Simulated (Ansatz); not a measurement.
`[F][GeH2][NH][GeH3]` + `C[SiH2][GaH2]` → `[F][GeH2][GaH2]` + `C[SiH2][NH][GeH3]` at 600 K and 1 bar (redistribution).

Calculated with Ansatz (gas phase, PBE0-D4/def2-TZVP geometries, no zero-point term in ΔE). CBS: MP2 limit from def2 TZ/QZ plus the TZ coupled-cluster correction, frozen cores. For Ga, Ge outer-core shells are correlated without core-valence functions, which leaves a few kJ/mol of doubt a bond. Scalar relativity is left out up to krypton. Each species was taken in one conformer, which may not be the lowest.

```json
{"species": "`[F][GeH2][NH][GeH3]`", "CCSD(T)/CBS energy (Eh)": "-4310.37685", "H − E (kJ/mol)": "215.8", "S (J/(mol·K))": "464.5"}
{"species": "`C[SiH2][GaH2]`", "CCSD(T)/CBS energy (Eh)": "-2255.26778", "H − E (kJ/mol)": "234.0", "S (J/(mol·K))": "434.2"}
{"species": "`[F][GeH2][GaH2]`", "CCSD(T)/CBS energy (Eh)": "-4102.26260", "H − E (kJ/mol)": "132.4", "S (J/(mol·K))": "411.3"}
{"species": "`C[SiH2][NH][GeH3]`", "CCSD(T)/CBS energy (Eh)": "-2463.39859", "H − E (kJ/mol)": "317.5", "S (J/(mol·K))": "491.8"}
```

H − E and S are ideal-gas, rigid-rotor, harmonic terms from PBE0-D4/def2-TZVP, for one conformer and one mirror image of each species. 1 Eh = 2625.50 kJ/mol, R = 8.31446 J/(mol·K).

Task: By hand: ΔE, ΔH, ΔS and ΔG.

Result: ΔE = (-4102.26260) + (-2463.39859) − (-4310.37685) − (-2255.26778) = -0.01656 Eh = -43.5 kJ/mol. Δ(H − E) = 132.4 + 317.5 − 215.8 − 234.0 = 0.1, so ΔH = -43.4 kJ/mol. ΔS = 411.3 + 491.8 − 464.5 − 434.2 = 4.4 J/(mol·K). ΔG = -43.4 − 600 × (4.4)/1000 = -46.0 kJ/mol.

Task: By hand: the equilibrium constant, and the temperature at which ΔG would vanish if ΔH and ΔS stayed fixed.

Result: log₁₀ K = −ΔG/(RT ln 10) = 4.0. ΔH and −TΔS have one sign here, so there is no such temperature. One of them is within its doubt of zero, so this could turn.

The number of gas molecules stays the same, so ΔS is small and ΔH decides. A doubt of 5 kJ/mol in ΔE shifts log₁₀ K by 0.4 here. Other conformers and mirror images would add mixing entropy, several J/(mol·K) or more a flexible species. Modes under 60 cm⁻¹, often nearly free rotors, make the harmonic entropy too high. These are equilibria of isolated gas molecules and say nothing of rates. Largest T1 diagnostic: 0.013 (customary marks: 0.02 for closed shells, 0.045 for open ones).
